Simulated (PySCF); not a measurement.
F₃H₃O₂Ti, SMILES [OH][Ti](<-[OH2])([F])([F])[F], multiplicity 1. Atoms are numbered in the order given.

```xyz
9

Ti     0.1582     0.0849    -0.1666
F      1.0228    -1.4184     0.0765
F     -1.4062    -0.0845    -0.9864
F      0.2499     1.3100     1.1093
O      1.1540     0.8198    -1.4287
H      1.7539     0.4994    -2.1131
O     -1.2347    -0.7875     1.5173
H     -2.1093    -0.8121     1.1000
H     -1.2789    -0.0768     2.1751
```
Charge 0, spin multiplicity 1.

Geometry: B3LYP-D3(BJ)/def2-SVP. The multiplicity is an assumed one; other spin states were not compared. One conformer was computed; it need not be the lowest.

Method: PBE/def2-TZVP run with PySCF.

ESP charges are fitted to the potential on shells at 1.4 to 2.0 van der Waals radii. Atomic charges (e):

```json
[
 {"atom": "Ti1", "Löwdin": "0.27", "meta-Löwdin": "1.46", "ESP fit": "1.21"},
 {"atom": "F2", "Löwdin": "-0.14", "meta-Löwdin": "-0.41", "ESP fit": "-0.34"},
 {"atom": "F3", "Löwdin": "-0.18", "meta-Löwdin": "-0.45", "ESP fit": "-0.37"},
 {"atom": "F4", "Löwdin": "-0.17", "meta-Löwdin": "-0.44", "ESP fit": "-0.35"},
 {"atom": "O5", "Löwdin": "-0.18", "meta-Löwdin": "-0.62", "ESP fit": "-0.71"},
 {"atom": "H6", "Löwdin": "0.18", "meta-Löwdin": "0.36", "ESP fit": "0.44"},
 {"atom": "O7", "Löwdin": "-0.14", "meta-Löwdin": "-0.62", "ESP fit": "-0.65"},
 {"atom": "H8", "Löwdin": "0.18", "meta-Löwdin": "0.36", "ESP fit": "0.38"},
 {"atom": "H9", "Löwdin": "0.18", "meta-Löwdin": "0.36", "ESP fit": "0.38"}
]
```
